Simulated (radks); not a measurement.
All-electron atom: Os I in [Xe] 4f14 5d6 6s2.

Method: Dirac Kohn-Sham, PBE, spin-unpolarised, spherical densities, finite nucleus; open shells are shared between the two j in proportion to 2j + 1; Fermi nuclear charge, rms radius 5.4126 fm; computed with a radial shooting solver on a logarithmic mesh with Libxc functionals.

Energy parts (hartree):
total: -17278.6117
kinetic: 19603.0357
electron-nucleus: -43285.7202
Hartree: 6744.8740
exchange-correlation: -340.8012

Orbitals (lengths in bohr, moments of r in powers of bohr):
| orbital | occ. | eigenvalue (hartree) | <r^2> | <r> | small-component weight |
|---|---|---|---|---|---|
| 1s1/2 | 2 | -2709.725 | 0.0004336 | 0.01774 | 8.26e-02 |
| 2s1/2 | 2 | -471.6079 | 0.006586 | 0.07427 | 1.88e-02 |
| 2p1/2 | 2 | -451.6280 | 0.004685 | 0.06130 | 1.89e-02 |
| 2p3/2 | 4 | -395.3596 | 0.005880 | 0.06950 | 1.69e-02 |
| 3s1/2 | 2 | -109.7421 | 0.04290 | 0.1934 | 6.22e-03 |
| 3p1/2 | 2 | -100.7806 | 0.03926 | 0.1835 | 6.17e-03 |
| 3p3/2 | 4 | -88.51018 | 0.04577 | 0.1986 | 5.61e-03 |
| 3d3/2 | 4 | -73.46269 | 0.03533 | 0.1734 | 5.50e-03 |
| 3d5/2 | 6 | -70.80461 | 0.03711 | 0.1781 | 5.34e-03 |
| 4s1/2 | 2 | -23.15722 | 0.2107 | 0.4318 | 2.07e-03 |
| 4p1/2 | 2 | -19.39212 | 0.2163 | 0.4357 | 1.98e-03 |
| 4p3/2 | 4 | -16.51019 | 0.2505 | 0.4693 | 1.77e-03 |
| 4d3/2 | 4 | -10.32408 | 0.2697 | 0.4825 | 1.57e-03 |
| 4d5/2 | 6 | -9.79023 | 0.2823 | 0.4938 | 1.51e-03 |
| 5s1/2 | 2 | -3.35472 | 1.139 | 1.007 | 4.87e-04 |
| 5p1/2 | 2 | -2.19387 | 1.370 | 1.100 | 4.08e-04 |
| 4f5/2 | 6 | -1.96272 | 0.3765 | 0.5525 | 1.12e-03 |
| 4f7/2 | 8 | -1.85963 | 0.3881 | 0.5607 | 1.10e-03 |
| 5p3/2 | 4 | -1.74439 | 1.635 | 1.201 | 3.46e-04 |
| 5d3/2 | 2.4 | -0.25372 | 3.780 | 1.769 | 1.67e-04 |
| 6s1/2 | 2 | -0.22603 | 10.19 | 2.982 | 5.52e-05 |
| 5d5/2 | 3.6 | -0.21523 | 4.173 | 1.854 | 1.54e-04 |
| 6p1/2 | 0 | -0.06198 | 21.39 | 4.250 | 2.55e-05 |
| 6p3/2 | 0 | -0.04179 | 28.33 | 4.881 | 1.88e-05 |

The highest occupied level is 5d5/2 at -5.857 eV. Summed over all electrons, <r^2> = 66.79 bohr^2, which gives a Langevin (diamagnetic) susceptibility term of -52.9 x 10^-6 cm^3/mol.
